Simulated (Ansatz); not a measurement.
Two isomers of C3H7BO2: A = `CBOC(C)=O`, B = `B/C=C(/O)OC`.

Computed with Ansatz on PBE0-D4/def2-TZVP structures; ΔE is electronic, products minus reactants. CBS: MP2 limit from def2 TZ/QZ plus the TZ coupled-cluster correction, frozen cores. DFT in def2-TZVPP. B3LYP here is the variant with VWN-RPA as its local correlation; programs differ in this. Each species was taken in one conformer, which may not be the lowest.

A:

Z-matrix (Å, degrees):
```
C
B 1 1.553
H 1 1.095 2 110.5
H 1 1.097 2 109.0 3 114.9
H 1 1.091 2 114.1 3 -123.5
O 2 1.376 1 118.3 3 124.8
H 2 1.196 1 123.2 3 -53.4
C 6 1.369 2 122.6 1 171.2
C 8 1.494 6 111.1 2 153.0
O 8 1.193 6 122.8 2 -29.0
H 9 1.092 8 109.7 6 -60.6
H 9 1.087 8 110.0 6 178.0
H 9 1.092 8 109.5 6 56.6
```

B:

Z-matrix (Å, degrees):
```
C
O 1 1.415
H 1 1.088 2 105.8
H 1 1.098 2 112.2 3 117.2
H 1 1.093 2 111.5 3 -118.9
C 2 1.334 1 119.3 3 167.3
C 6 1.356 2 122.4 1 -153.7
O 6 1.339 2 116.9 1 27.2
B 7 1.502 6 123.8 2 7.2
H 7 1.085 6 113.5 2 -173.4
H 8 0.963 6 111.2 2 12.8
H 9 1.199 7 120.0 6 -179.3
H 9 1.198 7 121.2 6 1.3
```

Task: Which is lower in electronic energy at CCSD(T)/CBS, and by how much? (Best estimate.)

Result: The calculation gave: A, by 68.0 kcal/mol.

Task: Give E(B) − E(A) in kcal/mol with PBE-D4, B3LYP-D4, PBE0-D4, HF/def2-TZVPP, CCSD/def2-TZVPP, B2PLYP, ωB97M-V. (Estimate.)

Result: The calculation gave: PBE-D4 64.2, B3LYP-D4 66.1, PBE0-D4 65.6, HF/def2-TZVPP 70.8, CCSD/def2-TZVPP 68.9, B2PLYP 68.0, ωB97M-V 67.4. None reverses the order clearly.

Largest T1 diagnostic: 0.014.

The D4 term adds −0.7 kcal/mol with B3LYP and −0.4 kcal/mol with PBE0; it sums over pairs of atoms, weighted by their polarisabilities, and B3LYP, whose exchange is more repulsive, gets the larger term. From PBE to PBE0 (25 % exact exchange), in def2-TZVPP and without D4, E(B) − E(A) moves by +1.4 kcal/mol.
